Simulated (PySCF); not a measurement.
Ge(NH2)2 (GeH₄N₂), SMILES [NH2][Ge][NH2] (connectivity only; charge and spin as stated), neutral, multiplicity 1. Geometry optimised at ωB97X-D3(BJ)/def2-TZVP. Other conformers were not sampled.

Calculation: PySCF with ωB97X-D3(BJ)/def2-TZVP.

Harmonic wavenumbers (cm⁻¹): 260, 267, 337, 358, 500, 671, 694, 705, 814, 1568, 1592, 3601, 3604, 3712, 3713. Rotational constants (GHz): 13.63, 7.567, 4.866; symmetry number 2.

Q: Work out the zero-point energy and the ideal-gas rigid-rotor harmonic-oscillator thermochemistry at 298.15 K and 1 atm.

A: ZPE = ½ Σ hcν = ½ × 22396 cm⁻¹ = 133.96 kJ/mol. H − E(el) = 149.96 kJ/mol. Entropy in J/(mol K): translation 166.75, rotation 94.55, vibration 31.22, total 292.51. G − E(el) = 62.75 kJ/mol. Cp = 80.02 J/(mol K).
